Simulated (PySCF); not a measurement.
# A survey of 29Si NMR shifts

How the numbers were obtained: GIAO PBE0/pcSseg-1 shieldings, GFN2-xTB structure, in PySCF 2.14 (one averaged value for each set of equivalent atoms, isolated molecule, one computed conformer, relativity neglected).

Shieldings were converted by a linear fit to measured shifts: 29Si: δ = 279.94 − 0.822σ (rms 8.9 ppm, 72 shifts, 25.8 ppm with the 6 outliers that the fit left out vs TMS, solution or neat liquid). Occasional misses reach two or three times the rms, and more in compound classes unlike the fitted ones.

(1) Give the 29Si shifts of `CC(C)(C)c1ocpc1[SiH3]`, `CC(=O)[C@@H](S)CC[SiH2]O`, `FC(F)(F)C(F)(F)/C=C\[SiH3]`.

(2) Order these by 29Si shift, lowest first.
A. CCC1=CC([SiH3])=C[P@]1(C)=O
B. F/C=C\C[Si@@H](F)C(F)(F)F
C. C/C(C#N)=N/[SiH2]CCC#N
D. COC[SiH2]OC(C)=O

Results:

(1) 
```json
{"compound": "CC(C)(C)c1ocpc1[SiH3]", "environment": "silicon bonded to C, 3 H", "δ (ppm)": "-72.6"}
{"compound": "CC(=O)[C@@H](S)CC[SiH2]O", "environment": "silicon bonded to C, O, 2 H", "δ (ppm)": "-15.8"}
{"compound": "FC(F)(F)C(F)(F)/C=C\\[SiH3]", "environment": "silicon bonded to C, 3 H", "δ (ppm)": "-74.1"}
```

(2) A (-68.5 ppm, silicon bonded to C, 3 H), C (-40.4 ppm, silicon bonded to C, N, 2 H), D (-24.2 ppm, silicon bonded to C, O, 2 H), B (-10.1 ppm, silicon bonded to 2 C, F, H).
